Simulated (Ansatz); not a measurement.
Calculated with Ansatz (gas phase, PBE0-D4/def2-TZVP geometries, no zero-point term in ΔE). CCSD(T)/CBS adds triple-zeta CCSD(T) − MP2 to the extrapolated MP2 energy (def2 sets, frozen cores). Functionals use def2-TZVPP. Elements past krypton have def2 core potentials. For Sn outer-core shells are correlated without core-valence functions, which leaves a few kJ/mol of doubt a bond. One conformer a species, not always the lowest.

Reaction (substitution at a C–S bond): `OB(O)SC(F)(F)F` + `[OH][SnH3]` → `FC(F)(F)[O][SnH3]` + `OB(O)S`

`OB(O)SC(F)(F)F`:

```xyz
10

O     0.077    2.180    1.235
B     0.247    1.023    0.555
O     1.468    0.450    0.456
S    -1.328    0.399   -0.182
C    -0.825   -1.230   -0.757
F    -1.829   -1.780   -1.429
F     0.242   -1.193   -1.581
F    -0.493   -2.057    0.238
H     0.907    2.528    1.577
H     1.535   -0.320   -0.112
```

`[OH][SnH3]`:

Cartesian coordinates in Å:
```
O -0.663 0.391 1.289
Sn 0.198 0.055 -0.450
H -0.766 -0.401 1.820
H -0.766 -1.051 -1.328
H 1.756 -0.588 -0.168
H 0.242 1.596 -1.163
```

`FC(F)(F)[O][SnH3]`:

```xyz
9

F    -0.225   -1.179    2.325
C    -0.194   -0.244    1.376
F    -1.485    0.013    1.029
F     0.256    0.889    1.952
O     0.534   -0.623    0.356
Sn    0.298    0.176   -1.476
H    -1.046   -0.617   -2.142
H     0.084    1.842   -1.242
H     1.778   -0.257   -2.178
```

`OB(O)S`:

Cartesian coordinates in Å:
```
O 0.397 -1.024 -0.492
B 0.097 0.065 0.273
O 0.650 0.179 1.506
S -1.014 1.433 -0.217
H -0.024 -1.048 -1.352
H 1.224 -0.564 1.713
H -1.330 0.958 -1.431
```

Problem. Is it downhill or uphill in electronic energy at CCSD(T)/CBS, and by how much? (An estimate is asked.)

Solution. Computed: Downhill: ΔE = -59.5 kJ/mol.

Problem. What do these levels give: PBE-D4, r2SCAN-D4, PBE0-D4, ωB97M-V, HF/CBS(def2), MP2/CBS(def2)? (Best estimate.)

Solution. The calculation gave: PBE-D4 -50.5, r2SCAN-D4 -60.6, PBE0-D4 -61.2, ωB97M-V -62.1, HF/CBS(def2) -91.0, MP2/CBS(def2) -55.4 kJ/mol.

Largest T1 diagnostic among the species: 0.014.

In def2-TZVPP, CCSD(T) changes the Hartree–Fock value by +25.6 kJ/mol (the triples alone add +4.7 kJ/mol) and MP2 by +29.7 kJ/mol. From PBE to PBE0 (25 % exact exchange), in def2-TZVPP and without D4, ΔE moves by −10.4 kJ/mol.
